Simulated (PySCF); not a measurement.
Interval between two levels of P⁺ by level of theory

P⁺ [Ne] 3s2 3p2 [3P2, M_J = 2] → P⁺ [Ne] 3s2 3p1 4s1 [3P2, M_J = 2], as a difference of total energies. Computed with PySCF 2.14 in x2c-TZVPall-2c with one added diffuse shell each of s, p type (6s7p2d1f, 44 functions), with the two-component X2C-1e Hamiltonian. Correlated levels: [Ne] frozen; the 6 highest virtual spinors dropped. "Screened" scales the spin-orbit matrix elements by Boettger's factors to mimic the two-electron term; Breit and QED terms are absent.

| method | interval between two levels (cm⁻¹) | error (cm⁻¹) |
| --- | --- | --- |
| GHF (spin-free) | 85019 | -1636 |
| GMP2 (spin-free) | 86190 | -465 |
| GHF (screened spin-orbit) | 85053 | -1603 |
| GMP2 (screened spin-orbit) | 86219 | -436 |

Reference: 86655 cm⁻¹ (measured; NIST Handbook of Basic Atomic Spectroscopic Data (Sansonetti and Martin, J. Phys. Chem. Ref. Data 34, 1559 (2005))).

Errors of the correlated levels include the incompleteness of this basis and the frozen core.

The labels give the starting determinants; with spin-orbit coupling the two ends relaxed to ⟨J²⟩ = 6.01, ⟨L²⟩ = 2.01, ⟨S²⟩ = 2.00 and ⟨J²⟩ = 6.02, ⟨L²⟩ = 2.01, ⟨S²⟩ = 2.00.
